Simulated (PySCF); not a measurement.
Stepwise substitution at one centre (B H-SiH3). Gas-phase values, no solvent. Strings in code marks are SMILES.

The vertical ionisation energy (Delta-SCF) from two functionals at the same geometries (B3LYP-D3(BJ)/def2-TZVP), both in PySCF: PBE-D3(BJ)/def2-TZVP and TPSSh-D3(BJ)/def2-TZVP. Delta-SCF ions had no search for a lower state. 

```
species                                              PBE-D3(BJ)/def2-TZVP (eV)  TPSSh-D3(BJ)/def2-TZVP (eV)
---------------------------------------------------  -------------------------  ---------------------------
1 of 3 H replaced by SiH3 (`B[SiH3]`)                                    10.63                        10.70
2 of 3 H replaced by SiH3 (`[SiH3]B[SiH3]`)                               9.72                         9.83
3 of 3 H replaced by SiH3 (`[SiH3]B([SiH3])[SiH3]`)                       9.42                         9.58
```

Over these rows, drawn at random from the members with no instability flagged (it was tested for open shells, ions and some series alone), PBE minus TPSSh-D3(BJ): mean -0.12 eV, from -0.17 eV to -0.07 eV.
